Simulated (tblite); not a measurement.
Question: Give a GFN2-xTB geometry of `CC#Cc1ncncn1`.

Answer: 
```xyz
14
C6H5N3 angstrom
C      3.440   -0.107   -0.031
C      2.002   -0.064   -0.020
C      0.798   -0.028   -0.010
C     -0.614    0.018    0.003
N     -1.278   -1.128    0.188
C     -2.589   -1.018    0.188
N     -3.272    0.106    0.024
C     -2.519    1.182   -0.148
N     -1.204    1.205   -0.168
H      3.803   -0.434    0.943
H      3.844    0.880   -0.253
H      3.781   -0.814   -0.788
H     -3.161   -1.926    0.335
H     -3.032    2.127   -0.285
```

Orientation and origin are arbitrary. Atoms count from 1 in this order. The C–C distances run from 1.204 Å (C2≡C3, drawn triple) to 1.439 Å (C1–C2, drawn single), a spread of 0.235 Å. N5 (pyridine-type nitrogen) is bent (angle 115.1°). The 6 C–N bonds span 1.316 Å (C8–N9, aromatic) to 1.337 Å (C4–N9, aromatic), a spread of 0.021 Å. The 6-membered ring C4–N5–C6–N7–C8–N9 has internal angles of 114.4° to 125.7° (sum 720°, against 720° for a flat polygon); it is planar, 0.00 Å rms from its mean plane, widest ring torsion 0°.

Bonds between heavy atoms (Å): C1–C2 1.439, C2≡C3 1.204, C3–C4 1.413, C4–N5 1.337, N5–C6 1.316, C6–N7 1.324, N7–C8 1.325, C8–N9 1.316, C4–N9 1.337.

Computed geometry: GFN2-xTB, gas phase.

Point group: near Cs, missed by 0.11 Å at most; the miss may be what the optimiser left on a soft mode. Its GFN2-xTB frequencies are all real (lowest 44 cm⁻¹).
